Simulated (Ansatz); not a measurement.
```yaml
crystal:
  periodic: [false, false, false]
  atoms:
    - {symbol: C, position_ang: [-0.059997, -1.176267, 1.061952]}
    - {symbol: Se, position_ang: [1.569392, -0.106840, 0.746637]}
    - {symbol: Zr, position_ang: [0.230547, 1.101861, -1.032752]}
    - {symbol: F, position_ang: [-0.454545, -0.194070, -2.231996]}
    - {symbol: F, position_ang: [1.364765, 2.322412, -1.914623]}
    - {symbol: Cl, position_ang: [-1.573711, 2.197382, -0.010016]}
    - {symbol: H, position_ang: [-0.401571, -0.976319, 2.074414]}
    - {symbol: H, position_ang: [-0.876269, -0.944179, 0.370562]}
    - {symbol: H, position_ang: [0.201399, -2.223992, 0.935812]}
basis:
  gaussian: {orbitals: def2-TZVP}
hamiltonian: {xc: {name: r2SCANh}, dispersion: d3bjatm}
smearing: {width: 0.1}
output: {forces: true}
```

```sh
$ ansatz run in.yaml --threads 2 --pin off --events-out ev --progress --plain --max-ram 22528MiB --backend cpu
```

Task: How does Ansatz answer? (Best estimate.)

Result: Ansatz gave: The input was rejected before any iteration.
```
Error: YAML parse error: error: line 16 column 1: unknown field `smearing`, expected one of crystal, accuracy, basis, kpoints, hamiltonian, magnetization, projection, total_charge, correlation, batch, efield, external_charges, scf, relax, neb, saddle, md, ramp, phonons, dielectric, real_time, elastic, magnetic_configurations, gw, evaluate, workflow, output, checkpoint, execution
14 |   gaussian: {orbitals: def2-TZVP}
15 | hamiltonian: {xc: {name: r2SCANh}, dispersion: d3bjatm}
16 | smearing: {width: 0.1}
17 | output: {forces: true}
```
